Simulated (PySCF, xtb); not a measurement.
C4H8OS, SMILES CC(=O)[C@H](C)S. Other conformers were not sampled.

Harmonic wavenumbers (cm⁻¹) from GFN2-xTB (xtb 6.7.1) at its own minimum, in rising order: 52, 121, 152, 207, 228, 267, 290, 473, 491, 556, 675, 789, 835, 965, 981, 1026, 1059, 1116, 1190, 1209, 1278, 1366, 1406, 1446, 1459, 1486, 1493, 1766, 2412, 2970, 3018, 3025, 3034, 3037, 3043, 3058.

### Question
What does PBE-D3(BJ)/def2-SVP in PySCF give at its own minimum? (An estimate is asked for; the answer gives what the named calculation found.)

### Answer
56, 101, 180, 228, 250, 262, 293, 471, 478, 556, 654, 753, 852, 896, 955, 998, 1033, 1095, 1198, 1208, 1258, 1308, 1337, 1376, 1397, 1412, 1418, 1769, 2599, 2968, 2978, 3025, 3056, 3064, 3075, 3111. Paired by order, the mean absolute difference is 32 cm⁻¹ and the zero-point energies are 68.6 and 68.1 kcal/mol.
